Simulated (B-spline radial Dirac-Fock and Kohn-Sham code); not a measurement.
## Binding energies of Pt²⁺ in different valence configurations

These are calculated numbers from a radial B-spline solver; the model is Dirac-Fock (average of configuration) total-energy differences with a finite nucleus, the Breit interaction including its frequency dependence, and self-energy and vacuum-polarisation corrections. Correlation energy is missing from these numbers.

Reference: the tabulated ground configuration [Xe] 4f14 5d8, with 2s 13918.4 eV, 3p1/2 3062.4 eV, 4s 762.3 eV, 5p1/2 98.38 eV, 5p3/2 83.43 eV, 5d 30.45 eV, Kα1 66826.4 eV, Kβ1 75738.9 eV.

Shifts from the reference in eV.

```
    configuration  average energy     2s  3p1/2     4s  5p1/2  5p3/2     5d    Kα1    Kβ1
[Xe] 4f14 5d6 6s2          +11.22  +9.31  +9.12  +9.11  +6.96  +6.56  +6.07  -0.40  -0.25
[Xe] 4f14 5d7 6p1          +12.10  +6.13  +6.09  +6.03  +5.07  +4.85  +4.42  -0.17  -0.12
[Xe] 4f14 5d7 6s1           +4.53  +4.52  +4.46  +4.41  +3.44  +3.25  +2.99  -0.22  -0.16
```
